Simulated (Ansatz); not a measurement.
The cluster Na6Li2⁻. Charge -1, multiplicity 2. Geometry r2SCAN/def2-SVPD.

```xyz
8

Li    0.8469    0.3615   -1.1727
Li   -0.9051    1.8944    0.9291
Na    1.4232    0.0289    2.1306
Na    0.3265    3.0073    3.9474
Na   -1.3809   -1.4970    0.3349
Na   -2.1283    0.8026   -2.2021
Na   -0.0831   -1.9965   -3.4411
Na    1.9007   -2.6012   -0.5262
```

At r2SCAN/def2-TZVPD, r2SCAN0/def2-TZVPD the charge -1 doublet is spin-contaminated (final ⟨S²⟩ up to 1.23, 0.75 for a pure state). The geometry of the doublet was relaxed on an unsound state (⟨S²⟩ 1.13, where a pure state has 0.75). The structure comes from a short search, and lower isomers may exist.

Q: Estimate the α-spin orbital energies around the gap (eV) in Ansatz with LDA (SPW92)/def2-TZVPD, PBE/def2-TZVPD, r2SCAN/def2-TZVPD, PBE0/def2-TZVPD, r2SCAN0/def2-TZVPD.

A: 
```tsv
orbital	LDA (SPW92)/def2-TZVPD	PBE/def2-TZVPD	r2SCAN/def2-TZVPD	PBE0/def2-TZVPD	r2SCAN0/def2-TZVPD
HOMO−5	-25.16	-25.02	-26.23	-28.40	-29.30
HOMO−4	-1.99	-1.92	-2.10	-2.74	-2.84
HOMO−3	-0.96	-0.89	-0.96	-1.42	-1.45
HOMO−2	-0.73	-0.65	-0.68	-1.07	-1.09
HOMO−1	-0.17	-0.13	-0.30	-0.52	-0.66
HOMO	-0.08	-0.06	-0.14	-0.42	-0.51
LUMO	0.52	0.60	0.72	0.98	1.02
LUMO+1	0.54	0.62	0.74	0.99	1.04
LUMO+2	0.77	0.83	0.98	1.16	1.29
LUMO+3	0.97	0.98	1.02	1.33	1.31
LUMO+4	1.08	1.10	1.11	1.42	1.43
LUMO+5	1.16	1.16	1.27	1.49	1.57
β HOMO	-0.10	-0.04	-0.11	-0.39	-0.48
β LUMO	0.22	0.37	0.58	0.82	0.92
```
